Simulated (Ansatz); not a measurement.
Calculated with Ansatz (gas phase, PBE0-D4/def2-TZVP geometries, no zero-point term in ΔE). CCSD(T)/CBS is the MP2 limit (def2-TZVPP, def2-QZVPP) plus CCSD(T) − MP2 in def2-TZVPP, frozen cores. DFT in def2-TZVPP. B3LYP here is the variant with VWN-RPA as its local correlation; programs differ in this. For Ge outer-core shells are correlated without core-valence functions, which leaves a few kJ/mol of doubt a bond. Scalar relativity is left out up to krypton. Each species was taken in one conformer, which may not be the lowest.

Consider the ligand exchange at a Ge–N bond: `[GeH3]/[N]=C1\O[SiH2]1` + `CBS` → `CB[S][GeH3]` + `N=C1O[SiH2]1`.

```tsv
level	ΔE (kJ/mol)	difference from CCSD(T)/CBS
r2SCAN-D4	-32.2	-3.4
PBE0-D4	-35.3	-6.5
B3LYP-D4	-27.9	0.9
ωB97X-V	-28.8	0.0
B2PLYP	-25.7	3.1
PBE	-34.8	-6.0
r2SCAN	-32.4	-3.6
PBE0	-35.6	-6.8
B3LYP	-28.3	0.5
MP2/def2-TZVPP	-24.5	4.3
SCS-MP2/def2-TZVPP	-22.8	6.0
CCSD(T)/def2-TZVPP	-25.8	3.0
HF/def2-QZVPP	-27.2	1.6
SCS-MP2/def2-QZVPP	-24.6	4.2
MP2/CBS(def2)	-27.5	1.3
CCSD/CBS(def2)	-29.3	-0.5
CCSD(T)/CBS	-28.8	0
```

Largest T1 diagnostic among the species: 0.017.
